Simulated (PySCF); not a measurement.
Run record for `C(/OC=C)=C/C(N)=O`: PBE0/MINI, full TDDFT, 12 singlets.

Method: TDDFT PBE0/MINI, vertical, gas phase, core orbitals frozen in the response (PySCF 2.14.0, density-fitted response routines). Geometry: GFN2-xTB. The command runs a driver script over a list of jobs; the input below is this job's line of settings and its coordinates in Å.

Command:
```bash
OMP_NUM_THREADS=1 python probes_run.py task.json out
```

Input:
```
{"job": {"kind": "uv", "xc": "PBE0", "basis": "MINI", "nstates": 12, "ntriplets": 2, "tda": false}, "charge": 0, "multiplicity": 1}
C      2.592680     1.364278    -0.286287
C      1.999159     0.229530     0.043683
O      0.646400     0.091163    -0.014398
C      0.097397    -1.092111     0.339829
C     -1.210583    -1.356047     0.327345
C     -2.334244    -0.476014    -0.065440
N     -2.011199     0.782298    -0.446147
O     -3.484855    -0.868663    -0.045329
H      3.659674     1.459976    -0.236297
H      2.027000     2.218378    -0.612216
H      2.548629    -0.645717     0.375465
H      0.806103    -1.856658     0.649784
H     -1.525999    -2.341035     0.633830
H     -2.754977     1.398001    -0.728469
H     -1.059599     1.100610    -0.474228
```

Output:
```
coarse grid: 13008 points
cycle   1  E = -396.1541214472  dE =  1.958e+00  |g| = 6.959e-01  |ddm| = 6.131e+00
cycle   2  E = -393.9432344904  dE =  2.211e+00  |g| = 2.124e+00  |ddm| = 4.551e+00
cycle   3  E = -396.2542079477  dE = -2.311e+00  |g| = 4.599e-01  |ddm| = 4.278e+00
cycle   4  E = -396.3287666193  dE = -7.456e-02  |g| = 1.052e-01  |ddm| = 7.778e-01
cycle   5  E = -396.3317235448  dE = -2.957e-03  |g| = 6.909e-02  |ddm| = 2.957e-01
cycle   6  E = -396.3332254308  dE = -1.502e-03  |g| = 7.524e-03  |ddm| = 1.162e-01
cycle   7  E = -396.3332356752  dE = -1.024e-05  |g| = 4.935e-03  |ddm| = 1.843e-02
cycle   8  E = -396.3332432674  dE = -7.592e-06  |g| = 1.527e-03  |ddm| = 9.111e-03
final grid: 127056 points
cycle   9  E = -396.3446419983  dE = -8.243e-06  |g| = 5.111e-03  |ddm| = 2.054e-02
cycle  10  E = -396.3446215750  dE =  2.042e-05  |g| = 9.639e-03  |ddm| = 2.198e-02
cycle  11  E = -396.3446502092  dE = -2.863e-05  |g| = 8.592e-04  |ddm| = 1.523e-02
cycle  12  E = -396.3446504435  dE = -2.343e-07  |g| = 2.057e-04  |ddm| = 1.559e-03
cycle  13  E = -396.3446504564  dE = -1.292e-08  |g| = 3.561e-05  |ddm| = 3.444e-04
cycle  14  E = -396.3446504567  dE = -2.711e-10  |g| = 2.104e-05  |ddm| = 7.707e-05
converged SCF energy = -396.3446504567

Static polarisability (au): isotropic 51.317, principal 9.246 49.345 95.361

Singlet excitations
state   eV       nm        f      main configurations
  1   3.7636    329.4   0.00066   H->L 0.91
  2   5.1308    241.6   0.01931   H-1->L 0.88, H-2->L 0.09
  3   5.7503    215.6   0.00006   H->L+1 0.90
  4   5.9103    209.8   0.56050   H-2->L 0.87, H-1->L 0.08
  5   6.2964    196.9   0.02650   H-1->L+1 0.93
  6   6.8539    180.9   0.03236   H-2->L+1 0.75, H-3->L 0.21
  7   7.3780    168.0   0.00024   H->L+2 0.64, H-4->L 0.29
  8   7.5143    165.0   0.00163   H-4->L 0.65, H->L+2 0.30
  9   8.0967    153.1   0.12969   H-3->L 0.62, H-3->L+1 0.15, H-2->L+1 0.12
 10   8.1273    152.6   0.00226   H-5->L 0.90
 11   8.6643    143.1   0.00013   H-4->L+1 0.50, H-5->L+1 0.36
 12   8.9675    138.3   0.06404   H->L+3 0.73, H-1->L+2 0.17

Triplet excitations (Tamm-Dancoff, eV): 3.2494 3.5225
```

The SCF starts on a coarse grid where the log names one; the energy can jump when the final grid takes over, and dE then counts from the start density on the new grid. H and L stand for HOMO and LUMO; the number after each pair is its weight.

Which computed singlet has the largest oscillator strength, and what do all of them sum to?

State 4 at 5.91 eV (210 nm), f = 0.560; the 12 states sum to 0.837.

Give S1 in cm⁻¹ and kJ/mol.

3.7636 eV × 8065.54 = 30355 cm⁻¹; × 96.485 = 363.1 kJ/mol.

In short: SCF converged in 14 cycles with 47 basis and 735 fitting functions; HOMO -7.84 eV, LUMO -2.44 eV; lowest singlet 3.76 eV; lowest triplet 3.25 eV (Tamm–Dancoff); mean polarisability 51.3 au.

The run took 5.1 s of wall time on INTEL XEON PLATINUM 8581C at 2.10 GHz, one thread (shared host), and the process peaked at 0.54 GiB of memory.

The values belong to the conformer `[CH2:1]=[CH:2][O:3]/[CH:4]=[CH:5]\[C:6]([NH2:7])=[O:8]`: C1–C2–O3–C4 180°, C2–O3–C4–C5 180°, C4–C5–C6–N7 -1°, H–N7–C6–C5 179°, H–N7–C6–C5 1°.
